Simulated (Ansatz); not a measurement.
Gas-phase electronic energies from Ansatz, PBE0-D4/def2-TZVP geometries. CBS: MP2 limit from def2 TZ/QZ plus the TZ coupled-cluster correction, frozen cores. DFT in def2-TZVPP. Each species was taken in one conformer, which may not be the lowest.

Reaction (redistribution): `CO[Si]([SiH3])(Cl)Cl` + `[SiH3]/C=C(\[SiH3])Cl` → `CO[Si](Cl)(Cl)Cl` + `[SiH3]C=C([SiH3])[SiH3]`

`CO[Si]([SiH3])(Cl)Cl`:

Z-matrix (Å, degrees):
```
C
O 1 1.416
H 1 1.093 2 110.8
H 1 1.093 2 110.8 3 121.4
H 1 1.090 2 107.7 3 -119.3
Si 2 1.620 1 126.7 3 -60.6
Cl 6 2.058 2 109.8 1 58.1
Si 6 2.327 2 109.2 1 179.9
Cl 6 2.058 2 109.8 1 -58.3
H 8 1.485 6 108.3 2 -179.9
H 8 1.485 6 109.3 2 60.3
H 8 1.485 6 109.3 2 -60.2
```

`[SiH3]/C=C(\[SiH3])Cl`:

```xyz
12

Si    1.111   -0.326   -1.478
C    -0.463    0.558   -0.983
C    -0.986    0.573    0.241
Si   -0.330   -0.259    1.787
Cl   -2.469    1.449    0.549
H     1.328   -0.068   -2.924
H     2.282    0.182   -0.717
H     1.001   -1.792   -1.262
H    -0.988    1.104   -1.766
H    -0.054    0.775    2.814
H     0.919   -0.986    1.444
H    -1.350   -1.209    2.295
```

`CO[Si](Cl)(Cl)Cl`:

Cartesian coordinates in Å:
```
C -0.892 0.489 -1.014
O -0.348 0.639 0.287
Si 0.743 -0.324 0.971
Cl 0.047 -2.229 1.105
Cl 1.114 0.405 2.815
Cl 2.460 -0.364 -0.117
H -1.605 1.299 -1.165
H -1.411 -0.468 -1.111
H -0.108 0.554 -1.773
```

`[SiH3]C=C([SiH3])[SiH3]`:

Cartesian coordinates in Å:
```
Si 0.643 -0.537 2.287
C -0.574 -0.127 0.911
C -0.311 0.112 -0.386
Si -1.736 0.497 -1.539
Si 1.421 0.076 -1.090
H 1.380 -1.795 2.003
H 1.626 0.560 2.488
H -0.138 -0.713 3.540
H -1.619 -0.085 1.235
H -1.800 -0.504 -2.639
H -1.554 1.836 -2.162
H -3.005 0.472 -0.765
H 1.506 -0.948 -2.165
H 2.413 -0.242 -0.030
H 1.748 1.398 -1.688
```

| level | ΔE (kJ/mol) |
| --- | --- |
| PBE-D4 | -117.9 |
| MP2/def2-QZVPP | -149.1 |

Task: What does CCSD(T)/CBS give? (Best estimate.)

Result: The calculation gave: -140.3 kJ/mol. The listed levels differ from it by 22.4, -8.8 kJ/mol.

Largest T1 diagnostic among the species: 0.013.

The D4 term adds −4.0 kJ/mol with B3LYP and −2.0 kJ/mol with PBE0; it sums over pairs of atoms, weighted by their polarisabilities, and B3LYP, whose exchange is more repulsive, gets the larger term. From PBE to PBE0 (25 % exact exchange), in def2-TZVPP and without D4, ΔE moves by −11.5 kJ/mol.

B3LYP here is the variant with VWN-RPA as its local correlation; programs differ in this.
